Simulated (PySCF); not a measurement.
B(Me)2(OSiH3) (C2H9BOSi), SMILES CB(C)O[SiH3].

Coordinates come from a r2SCAN-D4/def2-SVP optimisation. The structure was generated by enumeration, and PubChem lists no compound with its InChIKey, so it may never have been made. The values are those of a single conformer.

Two levels are set side by side: TDDFT-PBE/def2-SVPD (PySCF) and TDDFT-M06-2X/def2-SVPD (PySCF). Vertical, same geometry. The lowest singlet is HOMO→LUMO 96 % with PBE and HOMO→LUMO+2 91 % with the other functional; states are paired by order. Differences are taken from unrounded values.

```
quantity                               TDDFT-M06-2X  TDDFT-PBE  TDDFT-PBE minus TDDFT-M06-2X
-------------------------------------  ------------  ---------  ----------------------------
lowest singlet excitation (eV)                 6.55       6.00                         -0.55
lowest triplet excitation (TDA) (eV)           6.26       5.62                         -0.64
first bright state (f over 0.05) (eV)          8.56       7.27                         -1.29
its oscillator strength                        0.09       0.10                          0.01
```

A lower first singlet is the usual sign of a functional without exact exchange. Differences between two approximate levels are no errors against the true value.

Rough cost on one machine, each run with all the roots and properties that it gave: TDDFT-M06-2X against TDDFT-PBE about 20 times.
